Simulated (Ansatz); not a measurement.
Species: 4-methoxy-1,3-thiazole, C₄H₅NOS, charge 0, multiplicity 1. 
Geometry from a B3LYP-D3(BJ)/def2-TZVP (Ansatz, a first-principles code) optimisation:
```
C
O 1 1.3444
N 1 1.3645 2 121.38
C 3 1.3031 1 110.56 2 -180.00
C 1 1.3706 2 122.76 3 180.00
H 5 1.0753 1 128.21 2 0.00
H 4 1.0795 3 123.70 1 180.00
C 2 1.4293 1 116.99 3 0.00
H 8 1.0871 2 105.37 1 -180.00
H 8 1.0906 9 110.29 2 -119.83
H 8 1.0906 9 110.29 10 -120.33
S 5 1.7162 6 122.73 1 -180.00
```
Charge 0, spin multiplicity 1.

Parts of the frozen-core correlation energy in 6-31G (Ansatz, hartree). Frozen orbitals: 11; correlated occupied orbitals by spin: 19 and 19; virtual: 47 and 47. Spin-orbit coupling is left out. No relativistic terms. The restricted reference is unstable.

```
term                            value
-------------------------  ----------
reference (HF)             -680.98437
MP2 opposite-spin                   ?
MP2 same-spin                       ?
CCSD correlation                    ?
(T)                          -0.02387
T1 diagnostic                   0.014
largest doubles amplitude       0.085
```

**Question.** What belongs in the gaps?

**Answer.** 
- MP2 opposite-spin, value: -0.47894
- MP2 same-spin, value: -0.16381
- CCSD correlation, value: -0.67851
